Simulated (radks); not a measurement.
All-electron atom: Br2+ in [Ar] 3d10 4s2 4p3.

Calculated with a radial shooting solver on a logarithmic mesh with Libxc functionals: Dirac Kohn-Sham, BLYP, spin-unpolarised, spherical densities, finite nucleus; open shells fill j = l - 1/2 first; Fermi nuclear charge, rms radius 4.1629 fm.

Energy parts (hartree):
part                       energy
total                 -2605.74501
kinetic                2672.20313
electron-nucleus      -6264.95463
Hartree                1078.95388
exchange-correlation    -91.94739

Orbitals (lengths in bohr, moments of r in powers of bohr; r(90%) holds 90 % of the orbital's charge):
orbital,occ.,eigenvalue (hartree),<1/r>,r(90%)
1s1/2,2,-490.2607,35.66,0.0764
2s1/2,2,-64.55457,7.955,0.293
2p1/2,2,-58.23257,7.924,0.266
2p3/2,4,-56.48534,7.664,0.272
3s1/2,2,-9.61128,2.606,0.821
3p1/2,2,-7.41358,2.489,0.851
3p3/2,4,-7.16184,2.427,0.867
3d3/2,4,-3.34759,2.165,0.967
3d5/2,6,-3.30756,2.149,0.974
4s1/2,2,-1.52979,0.8384,2.34
4p1/2,2,-1.04563,0.7164,2.75
4p3/2,1,-1.02165,0.7025,2.80

The highest occupied level is 4p3/2 at -27.801 eV. Summed over all electrons, <r^2> = 25.04 bohr^2, which gives a Langevin (diamagnetic) susceptibility term of -19.8 x 10^-6 cm^3/mol.
